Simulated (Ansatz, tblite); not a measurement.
Forces on the cluster SiTe₄ at its r2SCAN-D4/def2-SVP geometry. The state is a singlet with charge 0.

In the def2 sets Te takes a core potential; there is no spin–orbit coupling. The xTB rows come from tblite. The restricted singlet is unstable towards broken spin symmetry at other levels; at PBE-D4/def2-TZVP this wasn't settled. Another isomer (singlet) lies 0.61 eV lower at PBE0-D4/def2-TZVP; other spin states weren't run for this one.

GFN1-xTB (tblite), largest force 1.38 eV/Å:

```xyz
5
positions Å, forces eV/Å
Si    0.727    0.720    1.121   -0.298    0.107   -1.330
Te    1.013    2.278   -1.007   -0.075   -0.348    0.667
Te    1.869   -0.300   -1.041   -0.847   -0.051    0.428
Te   -2.390   -2.240    1.220   -0.080   -0.149    0.063
Te   -1.219   -0.458   -0.293    1.300    0.441    0.174
```

GFN2-xTB (tblite), largest force 1.06 eV/Å:

```
Si -0.328 -0.147 -0.330
Te 0.197 -0.100 0.064
Te -0.978 0.048 0.302
Te 0.114 -0.131 0.115
Te 0.995 0.329 -0.151
```

PBE-D4/def2-TZVP (Ansatz), largest force 0.21 eV/Å:

```
Si 0.008 -0.024 -0.053
Te -0.052 -0.135 0.025
Te -0.136 0.060 0.065
Te 0.003 -0.001 0.001
Te 0.177 0.100 -0.039
```
